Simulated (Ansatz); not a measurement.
The molecule As2, closed-shell singlet (the spin of the measured ground state). No spin–orbit coupling. As is treated without relativity.

D_e counts from the fitted minimum to each atom's lowest state at the same level, without counterpoise. The singlet is restricted.

Correlated levels freeze the inner cores; with def2 sets outer-core shells near the valence are correlated too. CBS(a, b) extrapolates the correlation energy as X⁻³ and adds the Hartree–Fock energy of set b.

Run with Ansatz (Gaussian orbitals). Each number belongs to the level named beside it.

| level | bond energy D_e (eV) |
|---|---|
| SVWN5/def2-TZVPP | 5.321 |
| BHLYP/def2-TZVPP | 3.434 |
| CAM-B3LYP/def2-TZVPP | 3.780 |
| wB97M-V/def2-TZVPP | 3.731 |
| B2PLYP/def2-TZVPP | 4.049 |
| CCSD/def2-TZVPP | 3.254 |
| CCSD/def2-QZVPP | 3.422 |
| CCSD(T)/def2-QZVPP | … |
| CCSD(T)/CBS(def2-TZVPP, def2-QZVPP) | 4.039 |

### Question
Complete the blanks.

### Answer

- CCSD(T)/def2-QZVPP, bond energy D_e (eV): 3.880

Doubts at one or more of the structures used: a restricted determinant that unrestricted orbitals would lower (CCSD/def2-TZVPP, CCSD/def2-QZVPP, CCSD(T)/def2-QZVPP, CCSD(T)/CBS(def2-TZVPP, def2-QZVPP)).

Ansatz is a quantum-chemistry and plane-wave program.
